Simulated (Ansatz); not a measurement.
Ansatz (a program for electronic structure) input (B3LYP/def2-TZVPD):

Ansatz 0.2 input:
```yaml
crystal:
  periodic: [false, false, false]
  atoms:
    - {symbol: Ca, position_ang: [0.76441664, 0.31906008, 0.20734206]}
    - {symbol: F, position_ang: [-0.98334068, 0.39388970, -0.88804472]}
    - {symbol: F, position_ang: [-0.71536298, -1.10291211, 0.42728458]}
basis:
  gaussian:
    orbitals: def2-TZVPD
hamiltonian:
  xc: {name: B3LYP}
total_charge: 1
magnetization: {spin_polarized: true, initial_magnetization: 1}
output: {forces: true}
```

Output:

```
Functional definition: B3LYP
integrals: 0.04 GiB planned
779 factors; their error is unknown
mean field: 0.48 GiB planned
mean field evaluation 1: about -23855.2804 eV, gradient 6.7e1 eV
mean field evaluation 2: about -23637.0582 eV, gradient 2.6e2 eV
mean field evaluation 4: about -23868.1800 eV, gradient 4.3e0 eV
mean field evaluation 8: about -23868.2826 eV, gradient 2.9e-2 eV
mean field evaluation 16: about -23868.2826 eV, gradient 8.4e-5 eV
mean field -23868.28264808 eV, -877.1432088138 hartree, gradient 2.8e-5 eV, S^2 0.757883; 1 other end points of the search recorded, 0 dependent functions left out
the calculation of the forces begins
reference -23868.28288116 eV, -877.1432173794 hartree; 19, 18 occupied and 97, 98 virtual orbitals, 779 factors
Total energy: -23868.28288116 eV, -877.1432173794 hartree
Atom 0 at     0.764417     0.319060     0.207342 Å, force     0.064253     0.026819     0.017428 eV/Å
Atom 1 at    -0.983341     0.393890    -0.888045 Å, force    -0.034661     0.000746    -0.021153 eV/Å
Atom 2 at    -0.715363    -1.102912     0.427285 Å, force    -0.029592    -0.027565     0.003725 eV/Å
Dipole moment:     1.710646     0.714007     0.463999 e Å
```
